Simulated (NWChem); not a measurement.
System: norbornene (C$_{7}$H$_{10}$); SMILES C1=C[C@H]2CC[C@@H]1C2

Parts of the log:

```
             Northwest Computational Chemistry Package (NWChem) 7.3.0
             --------------------------------------------------------

 CS  symmetry detected

                             Geometry "geometry" -> ""
                             -------------------------

 Output coordinates in angstroms (scale by  1.889725989 to convert to a.u.)

  No.       Tag          Charge          X              Y              Z
 ---- ---------------- ---------- -------------- -------------- --------------
    1 C                    6.0000    -0.51680799     1.27331879    -0.67621800
    2 C                    6.0000    -0.51680799     1.27331879     0.67621800
    3 C                    6.0000     0.32517236     0.08922000     1.12862100
    4 C                    6.0000    -0.51029797    -1.19159726     0.77880000
    5 C                    6.0000    -0.51029797    -1.19159726    -0.77880000
    6 C                    6.0000     0.32517236     0.08922000    -1.12862100
    7 C                    6.0000     1.38238011     0.05133586     0.00000000
    8 H                    1.0000    -1.11218515     1.91368792    -1.34331700
    9 H                    1.0000    -1.11218515     1.91368792     1.34331700
   10 H                    1.0000     0.69574188     0.11906213     2.17064300
   11 H                    1.0000    -1.52686959    -1.15029585     1.21614900
   12 H                    1.0000    -0.01217118    -2.09659346     1.18267500
   13 H                    1.0000    -1.52686959    -1.15029585    -1.21614900
   14 H                    1.0000    -0.01217118    -2.09659346    -1.18267500
   15 H                    1.0000     0.69574188     0.11906213    -2.17064300
   16 H                    1.0000     2.04171671     0.94172322     0.00000000
   17 H                    1.0000     1.99817396    -0.87275823     0.00000000

 Effective nuclear repulsion energy (a.u.)     306.4513786527

      Symmetry information
      --------------------

 Group name             Cs
 Group number              2
 Group order               2
 No. of unique centers    10

                                 NWChem DFT Module
                                 -----------------

 Summary of "ao basis" -> "ao basis" (spherical)
 ------------------------------------------------------------------------------
       Tag                 Description            Shells   Functions and Types
 ---------------- ------------------------------  ------  ---------------------
 C                          6-311g**                 8       18   4s3p1d
 H                          6-311g**                 4        6   3s1p

      Symmetry analysis of basis
      --------------------------

        a'        101
        a"         85

            General Information
            -------------------
          SCF calculation type: DFT
          Wavefunction type:  closed shell.
          No. of atoms     :    17
          No. of electrons :    52
           Alpha electrons :    26
            Beta electrons :    26
          Charge           :     0
          Spin multiplicity:     1
          Use of symmetry is: on ; symmetry adaption is: on
          Maximum number of iterations: 150
          AO basis - number of functions:   186
                     number of shells:    96
          Convergence on energy requested:  1.00D-06
          Convergence on density requested:  1.00D-05
          Convergence on gradient requested:  5.00D-04

              XC Information
              --------------
                         B3LYP Method XC Potential
                     Hartree-Fock (Exact) Exchange  0.200
                        Slater Exchange Functional  0.800 local
                    Becke 1988 Exchange Functional  0.720 non-local
              Lee-Yang-Parr Correlation Functional  0.810
                  VWN I RPA Correlation Functional  0.190 local

             Grid Information
             ----------------
          Grid used for XC integration:  medium
          Radial quadrature: Mura-Knowles
          Angular quadrature: Lebedev.
          Tag              B.-S. Rad. Rad. Pts. Rad. Cut. Ang. Pts.
          ---              ---------- --------- --------- ---------
          C                   0.70       49          11.0       434
          H                   0.35       45          12.0       434
          Grid pruning is: on
          Number of quadrature shells:   466
          Spatial weights used:  Erf1

      Superposition of Atomic Density Guess
      -------------------------------------

 Sum of atomic energies:        -268.67796263

      Non-variational initial energy
      ------------------------------

 Total energy =    -274.013540
 1-e energy   =    -966.631398
 2-e energy   =     386.166480
 HOMO         =      -0.281359
 LUMO         =       0.005164

      Symmetry analysis of molecular orbitals - initial
      -------------------------------------------------

  Numbering of irreducible representations:

     1 a'          2 a"

  Orbital symmetries:

     1 a'          2 a'          3 a"          4 a'          5 a"
     6 a'          7 a"          8 a'          9 a'         10 a"
    11 a'         12 a"         13 a'         14 a"         15 a'
    16 a'         17 a'         18 a'         19 a"         20 a'
    21 a"         22 a'         23 a'         24 a"         25 a"
    26 a'         27 a"         28 a'         29 a'         30 a'
    31 a"         32 a'         33 a"         34 a'         35 a"
    36 a'

------------------------------------------------------------
EAF file 0: "./job.aoints.0" size=360185856 bytes
------------------------------------------------------------
               write      read    awrite     aread      wait
               -----      ----    ------     -----      ----
     calls:      687         0         0         0         0
   data(b): 3.60e+08  0.00e+00  0.00e+00  0.00e+00
   time(s): 0.00e+00  0.00e+00  0.00e+00  0.00e+00  0.00e+00
rate(mb/s): 0.00e+00  0.00e+00
------------------------------------------------------------

     ---------------------------------------------
      Total Density - Mulliken Population Analysis
     ---------------------------------------------

    Atom       Charge   Shell Charges
 -----------   ------   -------------------------------------------------------
    1 C    6     6.14   1.10  0.89  0.57  0.82  1.45  0.49  0.76  0.06
    2 C    6     6.14   1.10  0.89  0.57  0.82  1.45  0.49  0.76  0.06
    3 C    6     6.24   1.10  0.89  0.54  0.79  1.49  0.56  0.80  0.07
    4 C    6     6.33   1.10  0.89  0.56  0.80  1.52  0.50  0.90  0.05
    5 C    6     6.33   1.10  0.89  0.56  0.80  1.52  0.50  0.90  0.05
    6 C    6     6.24   1.10  0.89  0.54  0.79  1.49  0.56  0.80  0.07
    7 C    6     6.33   1.10  0.89  0.56  0.80  1.52  0.53  0.86  0.06
    8 H    1     0.84   0.23  0.45  0.13  0.02
    9 H    1     0.84   0.23  0.45  0.13  0.02
   10 H    1     0.82   0.24  0.43  0.13  0.02
   11 H    1     0.82   0.24  0.43  0.13  0.02
   12 H    1     0.82   0.24  0.43  0.13  0.02
   13 H    1     0.82   0.24  0.43  0.13  0.02
   14 H    1     0.82   0.24  0.43  0.13  0.02
   15 H    1     0.82   0.24  0.43  0.13  0.02
   16 H    1     0.82   0.24  0.43  0.13  0.02
   17 H    1     0.82   0.24  0.43  0.13  0.02

   convergence    iter        energy       DeltaE   RMS-Dens  Diis-err
 ---------------- ----- ----------------- --------- --------- ---------
 d= 0,ls=0.0,diis     1   -272.7179515172 -5.79D+02  3.69D-03  8.92D-01
 d= 0,ls=0.0,diis     2   -272.7926891304 -7.47D-02  1.41D-03  2.81D-02
 d= 0,ls=0.0,diis     3   -272.7938087129 -1.12D-03  5.62D-04  1.87D-02
 d= 0,ls=0.0,diis     4   -272.7958707898 -2.06D-03  1.08D-04  8.53D-04
 d= 0,ls=0.0,diis     5   -272.7959768141 -1.06D-04  2.69D-05  3.05D-05
  Resetting Diis
 d= 0,ls=0.0,diis     6   -272.7959796948 -2.88D-06  1.03D-05  9.97D-06
 d= 0,ls=0.0,diis     7   -272.7959808530 -1.16D-06  1.24D-06  2.66D-08
 d= 0,ls=0.0,diis     8   -272.7959808525  4.72D-10  6.60D-07  3.10D-08

         Total DFT energy =     -272.795980852541
      One electron energy =     -973.614137839277
           Coulomb energy =      436.119229791308
    Exchange-Corr. energy =      -41.752451457256
 Nuclear repulsion energy =      306.451378652683

 Numeric. integr. density =       52.000066067206

                  Occupations of the irreducible representations
                  ----------------------------------------------

                     irrep           alpha         beta
                     --------     --------     --------
                     a'               16.0         16.0
                     a"               10.0         10.0

                       DFT Final Molecular Orbital Analysis
                       ------------------------------------

 Vector   24  Occ=2.000000D+00  E=-3.254782D-01  Symmetry=a"
              MO Center=  2.9D-02, -3.0D-01,  3.7D-14, r^2= 3.1D+00
   Bfn.  Coefficient  Atom+Function         Bfn.  Coefficient  Atom+Function
  ----- ------------  ---------------      ----- ------------  ---------------
   117      0.163181   7 C  pz               44      0.152779   3 C  py
    98     -0.152779   6 C  py              121      0.118995   7 C  pz
    48      0.117969   3 C  py              102     -0.117969   6 C  py
    43      0.114792   3 C  px               97     -0.114792   6 C  px
    61     -0.112550   4 C  px               79      0.112550   5 C  px

 Vector   25  Occ=2.000000D+00  E=-3.036670D-01  Symmetry=a"
              MO Center= -1.2D-01, -2.6D-01,  1.3D-14, r^2= 3.9D+00
   Bfn.  Coefficient  Atom+Function         Bfn.  Coefficient  Atom+Function
  ----- ------------  ---------------      ----- ------------  ---------------
   117      0.154430   7 C  pz              152     -0.130360  12 H  s
   164      0.130360  14 H  s               121      0.126871   7 C  pz
    44     -0.123757   3 C  py               98      0.123757   6 C  py
    62      0.108937   4 C  py               80     -0.108937   5 C  py
   113      0.103706   7 C  pz               43      0.096641   3 C  px

 Vector   26  Occ=2.000000D+00  E=-2.392338D-01  Symmetry=a'
              MO Center= -3.5D-01,  9.5D-01, -9.0D-15, r^2= 2.5D+00
   Bfn.  Coefficient  Atom+Function         Bfn.  Coefficient  Atom+Function
  ----- ------------  ---------------      ----- ------------  ---------------
    11      0.212699   1 C  px               29      0.212699   2 C  px
     7      0.206111   1 C  px               25      0.206111   2 C  px
    12      0.162901   1 C  py               30      0.162901   2 C  py
     8      0.149964   1 C  py               26      0.149964   2 C  py
     3      0.138423   1 C  px               21      0.138423   2 C  px

 Vector   27  Occ=0.000000D+00  E= 8.417612D-03  Symmetry=a"
              MO Center= -4.1D-01,  9.8D-01,  1.8D-15, r^2= 3.2D+00
   Bfn.  Coefficient  Atom+Function         Bfn.  Coefficient  Atom+Function
  ----- ------------  ---------------      ----- ------------  ---------------
    12      0.453803   1 C  py               30     -0.453803   2 C  py
    64     -0.432376   4 C  s                82      0.432376   5 C  s
    11      0.391299   1 C  px               29     -0.391299   2 C  px
   121      0.230272   7 C  pz              153      0.195614  12 H  s
   165     -0.195614  14 H  s                 7      0.194313   1 C  px

 Vector   28  Occ=0.000000D+00  E= 4.033889D-02  Symmetry=a'
              MO Center=  3.9D-01, -5.7D-01, -2.0D-13, r^2= 9.3D+00
   Bfn.  Coefficient  Atom+Function         Bfn.  Coefficient  Atom+Function
  ----- ------------  ---------------      ----- ------------  ---------------
   118      0.882944   7 C  s                64      0.667449   4 C  s
    82      0.667449   5 C  s               141     -0.584401  10 H  s
   171     -0.584401  15 H  s               183     -0.582876  17 H  s
   153     -0.539874  12 H  s               165     -0.539874  14 H  s
   129     -0.417033   8 H  s               135     -0.417033   9 H  s

 Vector   29  Occ=0.000000D+00  E= 7.462119D-02  Symmetry=a'
              MO Center= -4.6D-01, -4.3D-01, -1.4D-13, r^2= 1.0D+01
   Bfn.  Coefficient  Atom+Function         Bfn.  Coefficient  Atom+Function
  ----- ------------  ---------------      ----- ------------  ---------------
   129      0.809899   8 H  s               135      0.809899   9 H  s
   153     -0.789849  12 H  s               165     -0.789849  14 H  s
   183     -0.704706  17 H  s               147      0.636458  11 H  s
   159      0.636458  13 H  s                10     -0.499346   1 C  s
    28     -0.499346   2 C  s               120     -0.436497   7 C  py

------------------------------------------------------------
EAF file 0: "./job.aoints.0" size=464519168 bytes
------------------------------------------------------------
               write      read    awrite     aread      wait
               -----      ----    ------     -----      ----
     calls:      886         7         0      6195      6195
   data(b): 4.65e+08  3.67e+06  0.00e+00  3.25e+09
   time(s): 0.00e+00  0.00e+00  0.00e+00  0.00e+00  0.00e+00
rate(mb/s): 0.00e+00  0.00e+00
------------------------------------------------------------

     ---------------------------------------------
      Total Density - Mulliken Population Analysis
     ---------------------------------------------

    Atom       Charge   Shell Charges
 -----------   ------   -------------------------------------------------------
    1 C    6     6.08   1.10  0.89  0.64  0.77  1.44  0.45  0.74  0.05
    2 C    6     6.08   1.10  0.89  0.64  0.77  1.44  0.45  0.74  0.05
    3 C    6     6.19   1.10  0.89  0.63  0.75  1.51  0.51  0.73  0.07
    4 C    6     6.18   1.10  0.89  0.64  0.76  1.50  0.43  0.81  0.06
    5 C    6     6.18   1.10  0.89  0.64  0.76  1.50  0.43  0.81  0.06
    6 C    6     6.19   1.10  0.89  0.63  0.75  1.51  0.51  0.73  0.07
    7 C    6     6.15   1.10  0.89  0.64  0.76  1.50  0.46  0.76  0.06
    8 H    1     0.91   0.27  0.49  0.13  0.02
    9 H    1     0.91   0.27  0.49  0.13  0.02
   10 H    1     0.90   0.28  0.48  0.12  0.02
   11 H    1     0.89   0.28  0.47  0.12  0.02
   12 H    1     0.89   0.28  0.47  0.12  0.02
   13 H    1     0.89   0.28  0.47  0.12  0.02
   14 H    1     0.89   0.28  0.47  0.12  0.02
   15 H    1     0.90   0.28  0.48  0.12  0.02
   16 H    1     0.89   0.28  0.46  0.13  0.02
   17 H    1     0.90   0.28  0.47  0.13  0.02

     -------------------------------------------
      Total Density - Lowdin Population Analysis
     -------------------------------------------

    Atom       Charge   Shell Charges
 -----------   ------   -------------------------------------------------------
    1 C    6     6.00   1.05  0.92  0.62  0.52  1.43  0.33  1.01  0.13
    2 C    6     6.00   1.05  0.92  0.62  0.52  1.43  0.33  1.01  0.13
    3 C    6     6.01   1.05  0.92  0.61  0.51  1.48  0.31  0.97  0.16
    4 C    6     5.99   1.05  0.92  0.61  0.51  1.45  0.32  1.01  0.12
    5 C    6     5.99   1.05  0.92  0.61  0.51  1.45  0.32  1.01  0.12
    6 C    6     6.01   1.05  0.92  0.61  0.51  1.48  0.31  0.97  0.16
    7 C    6     5.98   1.05  0.92  0.62  0.51  1.45  0.31  0.99  0.13
    8 H    1     1.00   0.27  0.45  0.21  0.07
    9 H    1     1.00   0.27  0.45  0.21  0.07
   10 H    1     1.00   0.28  0.46  0.20  0.07
   11 H    1     1.00   0.28  0.45  0.20  0.07
   12 H    1     1.00   0.28  0.45  0.20  0.07
   13 H    1     1.00   0.28  0.45  0.20  0.07
   14 H    1     1.00   0.28  0.45  0.20  0.07
   15 H    1     1.00   0.28  0.46  0.20  0.07
   16 H    1     1.00   0.28  0.45  0.20  0.07
   17 H    1     1.00   0.28  0.46  0.20  0.07

     Multipole analysis of the density
     ---------------------------------

     L   x y z        total         alpha         beta         nuclear
     -   - - -        -----         -----         ----         -------
     0   0 0 0     -0.000000    -26.000000    -26.000000     52.000000

[...]
```

Level: B3LYP/6-311G** (spherical d). Structure relaxed at the PBE-D3(BJ)/def2-SVP level. Not confirmed as a minimum by frequencies.

Q: Write an input that gives this output.

A: One answer among several that fit: the input that was run:
```
start job
memory heap 200 mb stack 900 mb global 1100 mb
geometry units angstroms noautoz
  C     -0.506578    -1.281164    -0.676218
  C     -0.506578    -1.281164     0.676218
  C      0.328622    -0.092273     1.128621
  C     -0.514154     1.183749     0.778800
  C     -0.514154     1.183749    -0.778800
  C      0.328622    -0.092273    -1.128621
  C      1.385596    -0.048348     0.000000
  H     -1.098286    -1.924925    -1.343317
  H     -1.098286    -1.924925     1.343317
  H      0.699356    -0.119997     2.170643
  H     -1.530473     1.136639     1.216149
  H     -0.021207     2.091577     1.182675
  H     -1.530473     1.136639    -1.216149
  H     -0.021207     2.091577    -1.182675
  H      0.699356    -0.119997    -2.170643
  H      2.050010    -0.934953     0.000000
  H      1.996099     0.879250     0.000000
end
basis spherical
  * library 6-311g**
end
dft
  xc b3lyp
  iterations 150
  semidirect filesize 400000000
  mulliken
end
task dft energy
```
